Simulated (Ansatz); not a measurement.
InOF₃H₂⁻, that is In(H2O)F3 with one electron more. Total charge -1; doublet. Geometry PBE0-D4/def2-SVP, that of the neutral singlet; atoms count from 1.

```xyz
7

In   -0.717   -0.648   -0.223
O     1.072    0.755   -0.141
H     1.540    0.429    0.644
H     0.652    1.589    0.128
F    -0.942   -1.585   -1.906
F    -1.746    0.969    0.184
F     0.143   -1.509    1.313
```

In the def2 sets In takes a core potential; there is no spin–orbit coupling. The highest occupied level of the charge -1 doublet lies above zero (up to 0.74 eV). By energy differences its removal costs 0.88 eV (vertical, to the charge 0 singlet, at PBE0-D4/def2-TZVPD); a positive level beside a positive removal energy at the same level points to self-interaction error.

Problem. Estimate the Mulliken populations from the PBE0/def2-TZVPD orbitals of Ansatz.

Solution. 
| atom | charge (e) | spin (α − β) |
| --- | --- | --- |
| In1 | 0.49 | 1.36 |
| O2 | -0.21 | -0.45 |
| H3 | 0.27 | 0.10 |
| H4 | 0.27 | 0.10 |
| F5 | -0.60 | 0.00 |
| F6 | -0.61 | -0.05 |
| F7 | -0.61 | -0.05 |
Mulliken values and Mayer orders depend strongly on the basis. With diffuse functions, as here, like atoms can get unlike values, and bond orders can come out too low or too high.

Problem. Where does the spin sit?

Solution. Summed by element: In 1.36, O -0.45, H 0.20, F -0.10, of 1 unpaired in all. Largest on single atoms: In1 1.36, O2 -0.45, H4 0.10.

Problem. And the Mayer bond orders between bonded heavy atoms (over 0.3)?

Solution. In1–F5 0.37 (1.94 Å).
